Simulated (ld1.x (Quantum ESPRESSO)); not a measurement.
Si: one change to an RRKJ potential, before and after

- Element: silicon
- Generator: ld1.x (Quantum ESPRESSO) 7.5
- Type: norm-conserving RRKJ (Kleinman–Bylander form)
- Functional: PBE
- Relativity: scalar-relativistic
- Frozen core: [Ne]
- Valence charge: 4
- Reference configuration: 3s2 3p2
- Partial waves: 3p (bound): rc 2.15 bohr; 3d channel at 0.25 Ry: rc 1.80 bohr; 3s (bound): rc 1.95 bohr
- Local potential: the s channel
- Core correction: a·sin(br)/r model core, default radius (core density twice the valence density)

Change: functional LDA (PZ).

Cutoffs: the cutoffs (Ry, on a coarse ladder) from which the occupation-weighted sum of valence levels, in a spherical-Bessel basis at the reference potential, stays within 10 and 1 mRy of its value at 400 Ry; they do not see the model core or the augmentation charge, which bear on the density cutoff. Errors are all-electron minus pseudo energies relative to the spin-unpolarised reference configuration.

Q: What does the change do?

A: The potential gets neither clearly harder nor softer (18 Ry and 35 Ry → 18 Ry and 35 Ry); the number of tests with a reliable result goes from 7 to 9; of the 7 tests that both files solve, the error grows in 0 and shrinks in 2 by more than 15 % and 0.3 meV (median size 6.2 → 5.2 meV); neither file shows a bound ghost.

| quantity | base | changed |
| --- | --- | --- |
| cutoff, loose | 18 Ry | 18 Ry |
| cutoff, tight | 35 Ry | 35 Ry |
| bound ghosts | none | none |
| error for 3s2 3p1, meV [ΔE 7.74 → 7.83 eV] | +3.6 | +3.9 |
| error for 3s2 3p0, meV [ΔE 23.73 → 23.94 eV] | +29 | +31 |
| error for 3s1 3p0, meV [ΔE 57.70 → 58.09 eV] | +101 | +87 |
| error for 3s1 3p3, meV [ΔE 6.81 → 6.81 eV] | -6.2 | -5.2 |
| error for 3s2 3p1.5, meV [ΔE 2.92 → 2.96 eV] | +0.5 | +0.6 |
| error for 3s2 3p2.3, meV [ΔE -0.93 → -0.96 eV] | +0.1 | +0.1 |
| error for 3s0 3p4, meV [ΔE 13.78 eV] | -26 | -22 |
| s: phases at 2.35 bohr within 0.05 rad from the reference energy up to (Ry; the scan ends near 5) | 2.6 | 2.5 |
| p: phases at 2.35 bohr within 0.05 rad from the reference energy up to (Ry; the scan ends near 5) | 3.4 | 3.3 |
| d: phases at 2.35 bohr within 0.05 rad from the reference energy up to (Ry; the scan ends near 5) | 4.4 | 4.3 |
